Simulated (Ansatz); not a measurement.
Relaxation of the cluster Ag2Te4 with RKS PBE0-D4/def2-SVP.

```sh
$ ansatz run in.yaml --threads 4 --pin off --events-out ev --progress --plain --max-ram 4787MiB
```

```yaml
crystal:
  periodic: [false, false, false]
  atoms:
    - {symbol: Ag, position_ang: [1.118070, -1.678130, 0.848830]}
    - {symbol: Ag, position_ang: [0.007040, 2.069020, -0.750720]}
    - {symbol: Te, position_ang: [-0.742070, -2.375970, -0.680350]}
    - {symbol: Te, position_ang: [2.213800, 0.232900, -0.147990]}
    - {symbol: Te, position_ang: [-0.368420, -0.049510, 0.590050]}
    - {symbol: Te, position_ang: [-2.228430, 1.801690, 0.140190]}
basis:
  gaussian: {orbitals: def2-SVP}
hamiltonian: {xc: pbe0, dispersion: d4}
scf: {lower_state_search: "off"}
output: {orbitals: {seedname: orbitals}}
relax: {f_tol: 0.02, max_steps: 100}
```

Run time 2.3 min (4 threads of Arm Neoverse V2 on a shared host), peak host memory 0.72 GiB.

Positions (Å) and forces (eV/Å) at steps 1, 2, 3, 4, 5, 6, 7, 8, 9, 10, 11, 12, 13, 16, 19 of 19:

```xyz
6
step=1 energy=-37171.8296 eV
Ag    1.118   -1.678    0.849    6.084   -8.773    3.494
Ag    0.007    2.069   -0.751    2.966    1.763   -1.918
Te   -0.742   -2.376   -0.680   -2.288   -1.595   -1.716
Te    2.214    0.233   -0.148    3.449    3.835   -1.998
Te   -0.368   -0.050    0.590   -6.693    3.717    1.916
Te   -2.228    1.802    0.140   -3.517    1.052    0.223
6
step=2 energy=-37174.7629 eV
Ag    1.230   -1.831    0.912    2.172   -2.728    0.628
Ag    0.069    2.116   -0.794    1.365    0.588   -0.725
Te   -0.801   -2.422   -0.719   -0.713   -0.003   -0.062
Te    2.299    0.318   -0.189    0.313    1.412   -0.404
Te   -0.480   -0.026    0.658   -1.665   -0.095    0.828
Te   -2.317    1.845    0.133   -1.472    0.826   -0.264
6
step=3 energy=-37175.6080 eV
Ag    1.362   -1.971    0.879    0.954   -1.068   -0.178
Ag    0.141    2.130   -0.820    0.407    0.164   -0.204
Te   -0.851   -2.413   -0.685   -0.251    0.112    0.264
Te    2.257    0.414   -0.176   -0.112    0.550    0.070
Te   -0.546   -0.060    0.727   -0.792    0.036    0.308
Te   -2.362    1.899    0.076   -0.205    0.207   -0.260
6
step=4 energy=-37175.9410 eV
Ag    1.477   -2.078    0.765    0.346   -0.373   -0.445
Ag    0.178    2.142   -0.843    0.062    0.119   -0.144
Te   -0.917   -2.408   -0.606    0.010    0.092    0.309
Te    2.223    0.495   -0.101   -0.153    0.049    0.276
Te   -0.596   -0.067    0.782   -0.298    0.093    0.197
Te   -2.364    1.917    0.004    0.032    0.019   -0.193
6
step=5 energy=-37176.1494 eV
Ag    1.559   -2.150    0.604    0.086   -0.083   -0.462
Ag    0.194    2.147   -0.887   -0.021    0.067   -0.154
Te   -0.966   -2.392   -0.517    0.114    0.056    0.264
Te    2.195    0.539    0.014   -0.203   -0.119    0.334
Te   -0.624   -0.054    0.854   -0.098    0.141    0.132
Te   -2.358    1.911   -0.068    0.123   -0.062   -0.115
6
step=6 energy=-37176.3351 eV
Ag    1.589   -2.161    0.430    0.045    0.037   -0.428
Ag    0.195    2.052   -1.048    0.002    0.018   -0.159
Te   -1.003   -2.313   -0.497    0.182    0.000    0.268
Te    2.151    0.601    0.199   -0.266   -0.220    0.340
Te   -0.625   -0.055    0.996   -0.091    0.217   -0.014
Te   -2.307    1.877   -0.079    0.128   -0.051   -0.006
6
step=7 energy=-37176.4973 eV
Ag    1.642   -2.171    0.243   -0.024    0.168   -0.281
Ag    0.213    2.032   -1.145    0.086   -0.037   -0.084
Te   -1.011   -2.336   -0.406    0.156   -0.011    0.125
Te    2.082    0.620    0.356   -0.309   -0.194    0.139
Te   -0.661   -0.047    1.049   -0.057    0.158    0.119
Te   -2.265    1.902   -0.096    0.149   -0.083   -0.019
6
step=8 energy=-37176.6103 eV
Ag    1.665   -2.134    0.047   -0.065    0.146   -0.165
Ag    0.279    2.078   -1.190    0.055   -0.068   -0.047
Te   -1.024   -2.386   -0.285    0.119    0.013    0.089
Te    1.992    0.618    0.452   -0.164   -0.118    0.097
Te   -0.708   -0.055    1.134   -0.047    0.100   -0.003
Te   -2.205    1.879   -0.159    0.103   -0.073    0.029
6
step=9 energy=-37176.6661 eV
Ag    1.661   -2.067   -0.124   -0.056    0.089   -0.090
Ag    0.333    2.064   -1.206    0.043   -0.059   -0.031
Te   -1.025   -2.420   -0.184    0.059   -0.013    0.028
Te    1.940    0.613    0.539   -0.001   -0.026    0.045
Te   -0.743   -0.049    1.180   -0.071    0.031    0.041
Te   -2.166    1.860   -0.206    0.027   -0.022    0.007
6
step=10 energy=-37176.6969 eV
Ag    1.631   -1.961   -0.284   -0.071    0.077   -0.021
Ag    0.380    1.969   -1.234    0.014   -0.041    0.015
Te   -1.033   -2.436   -0.122    0.095    0.048    0.032
Te    1.932    0.631    0.643   -0.084   -0.081   -0.002
Te   -0.774   -0.047    1.232    0.005    0.032   -0.038
Te   -2.135    1.843   -0.235    0.041   -0.036    0.014
6
step=11 energy=-37176.7079 eV
Ag    1.602   -1.858   -0.433    0.000    0.021   -0.002
Ag    0.411    1.848   -1.235    0.001    0.018   -0.018
Te   -1.013   -2.410   -0.070   -0.031   -0.071   -0.008
Te    1.919    0.617    0.732    0.016    0.022    0.004
Te   -0.797   -0.022    1.273   -0.016    0.004    0.025
Te   -2.122    1.825   -0.269    0.030    0.005    0.000
6
step=12 energy=-37176.6943 eV rejected
Ag    1.558   -1.813   -0.469   -0.024    0.005    0.006
Ag    0.452    1.918   -1.251    0.031    0.009    0.005
Te   -1.004   -2.542    0.014    0.040    0.126   -0.056
Te    1.892    0.640    0.737   -0.093   -0.125   -0.007
Te   -0.833   -0.071    1.234    0.133    0.071    0.117
Te   -2.065    1.869   -0.265   -0.088   -0.086   -0.065
6
step=13 energy=-37176.7112 eV
Ag    1.567   -1.831   -0.471   -0.002    0.007   -0.007
Ag    0.442    1.900   -1.225    0.002    0.001    0.000
Te   -1.019   -2.455   -0.020   -0.002   -0.007    0.011
Te    1.914    0.618    0.737   -0.010   -0.005    0.009
Te   -0.802   -0.034    1.277    0.013   -0.003   -0.011
Te   -2.102    1.802   -0.298   -0.002    0.006   -0.003
6
step=16 energy=-37176.7128 eV
Ag    1.504   -1.771   -0.584   -0.020   -0.003    0.008
Ag    0.493    1.954   -1.181   -0.008   -0.002    0.012
Te   -1.013   -2.504    0.085    0.020    0.008   -0.005
Te    1.911    0.598    0.768   -0.005   -0.001   -0.009
Te   -0.811   -0.033    1.284    0.001    0.002    0.000
Te   -2.084    1.756   -0.371    0.012   -0.004   -0.005
6
step=19 energy=-37176.7132 eV
Ag    1.462   -1.757   -0.630   -0.001   -0.001    0.000
Ag    0.516    2.017   -1.134   -0.003   -0.001    0.001
Te   -1.009   -2.528    0.145   -0.002    0.004    0.005
Te    1.916    0.581    0.762    0.000    0.006    0.001
Te   -0.809   -0.029    1.282    0.000   -0.011   -0.007
Te   -2.076    1.716   -0.426    0.005    0.003    0.001
```

In the def2 sets Ag, Te take a core potential; there is no spin–orbit coupling. Another isomer (singlet) lies 0.66 eV lower at PBE0-D4/def2-TZVP; other spin states weren't run for this one.
